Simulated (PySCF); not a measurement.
**A small calculation by hand: chemical shift, span and skew from a shielding tensor**

GeH5NSi, SMILES [SiH3][Ge][NH2] (connectivity only; charge and spin as stated), neutral, multiplicity 1. Atoms are numbered in the order given.

```xyz
8

Ge     0.4855     0.6447     0.0000
N     -1.2705     1.1891     0.0000
H     -1.5192     2.1835     0.0000
H     -2.1018     0.5888     0.0000
Si    -0.1537    -1.7692     0.0000
H      0.3930    -2.4934     1.2094
H      0.3930    -2.4934    -1.2094
H     -1.6565    -1.9722     0.0000
```
Charge 0, spin multiplicity 1.

Coordinates come from a PBE-D3(BJ)/def2-SVP optimisation. Other conformers were not sampled.

GIAO shieldings from KT2/pcSseg-1 run with PySCF, non-relativistic, no solvent. The symmetric part of the tensor of N2 has the principal values -152.5, 98.9, 204.0 ppm. The same nucleus in NH3 has σ = 266.2 ppm at this level (PySCF, at its B3LYP-D3(BJ)/def2-TZVP geometry).

Q: Work out the isotropic shielding, the ¹⁵N shift against NH3, the span and the skew.

A: 
σ(iso) = (σ11 + σ22 + σ33)/3 = 50.1 ppm. δ = σ(ref) − σ(iso) = 266.2 − (50.1) = 216.1 ppm.
Span Ω = σ33 − σ11 = 356.5 ppm. Skew κ = 3(σ(iso) − σ22)/Ω = -0.41. Tumbling in solution averages the tensor to δ; in a static solid the shielding alone would spread this spin-1/2 line over Ω.
